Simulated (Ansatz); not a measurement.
Ga₃H₂ (the lowest doublet isomer of a short search) was relaxed with r2SCAN-D4 (def2-SVP) in Ansatz in these states: neutral doublet, neutral quartet. The geometries follow in no particular order.

A:

Cartesian coordinates in Å:
```
Ga 0.124 0.849 1.058
Ga -0.319 1.632 -1.196
Ga -0.137 -0.787 -1.105
H -0.072 -2.353 -1.369
H 0.404 0.659 2.611
```

B:

```xyz
5

Ga   -0.2939    0.7435    0.8931
Ga   -1.9340   -0.7204   -0.6512
Ga    0.7472   -0.5747   -0.7405
H     1.9064   -1.2006   -1.5802
H    -0.4257    1.7521    2.0788
```

Judge from the bond lengths which geometry belongs to which state (an estimate).

A is the neutral doublet (Ga1–Ga3 2.724 Å, Ga1–Ga2 2.428 Å, Ga2–Ga3 2.428 Å); B is the neutral quartet (Ga1–Ga3 2.343 Å, Ga1–Ga2 2.687 Å, Ga2–Ga3 2.687 Å).

At PBE0-D4/def2-TZVP a doublet lies 0.76 eV below the neutral quartet. These are the stationary points nearest to one start from a short search; other shapes may lie lower in each state.
